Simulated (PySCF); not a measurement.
AlClH₄N₂, SMILES [NH2][Al]([NH2])[Cl].

Coordinates come from a PBE0-D3(BJ)/def2-SVP optimisation. The values are those of a single conformer.

All values below come from PySCF with ωB97X/def2-TZVPD.

Symmetry labels are those of the subgroup C2v that the program uses (full group C2v).

Computed valence orbital energies around the gap with their symmetry:
| orbital | symmetry | energy (eV) |
|---|---|---|
| HOMO−7 | B2 | -15.92 |
| HOMO−6 | A1 | -15.48 |
| HOMO−5 | B2 | -13.62 |
| HOMO−4 | A1 | -12.80 |
| HOMO−3 | B1 | -11.76 |
| HOMO−2 | B2 | -11.47 |
| HOMO−1 | B1 | -10.42 |
| HOMO | A2 | -9.83 |
| LUMO | A1 | 0.96 |
| LUMO+1 | A1 | 2.29 |
| LUMO+2 | B2 | 2.36 |
| LUMO+3 | B1 | 2.48 |
